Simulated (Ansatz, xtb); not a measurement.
## AlBClH3N: where a starting geometry ends

The starting geometry of this gas-phase doublet was built from a drawn formula by distance geometry and a force field; its bonds are those of `[NH2][Al][BH]Cl`.

```
atom   x (Å)    y (Å)    z (Å)
  Al  0.4710  -1.8213   0.1771
   B  0.4660  -0.6210  -1.4979
  Cl  1.1360   1.0999  -1.4122
   N  1.1837  -1.1044   1.8425
   H  2.1477  -0.8408   1.6543
   H  0.6384  -0.2884   2.0204
   H  0.0474  -0.9882  -2.5165
```

Where would you expect an optimisation with r2SCAN-D4/def2-SVP to take it?

It keeps its bonds, and is `[NH2][Al][BH]Cl`.

The energy falls by 1.17 eV over 17 steps:

```json
{"step": "1", "E − E(last) (eV)": "1.172"}
{"step": "3", "E − E(last) (eV)": "0.519"}
{"step": "5", "E − E(last) (eV)": "0.234"}
{"step": "6", "E − E(last) (eV)": "0.109"}
{"step": "8", "E − E(last) (eV)": "0.030"}
{"step": "10", "E − E(last) (eV)": "0.012"}
{"step": "12", "E − E(last) (eV)": "0.002"}
{"step": "13", "E − E(last) (eV)": "0.002"}
{"step": "15", "E − E(last) (eV)": "0.000"}
{"step": "17", "E − E(last) (eV)": "0.000"}
```

Final geometry (Å):

```csv
atom,x (Å),y (Å),z (Å)
Al,1.4250,-1.2416,0.0299
B,0.4361,-0.4083,-1.6269
Cl,1.0942,1.0509,-2.3926
N,1.2232,-1.0386,1.7858
H,1.7837,-1.4975,2.4985
H,0.5389,-0.4341,2.2350
H,-0.4107,-0.9952,-2.2620
```

From the same start GFN2-xTB ends elsewhere, differing in Al1–Cl3 (2.40 against 3.35 Å here).

The end wasn't checked by frequencies. Open shells are spin-unrestricted. Run with Ansatz 0.2.0, 3.1 min on 1 thread of Arm Neoverse V1, with other jobs on the host.
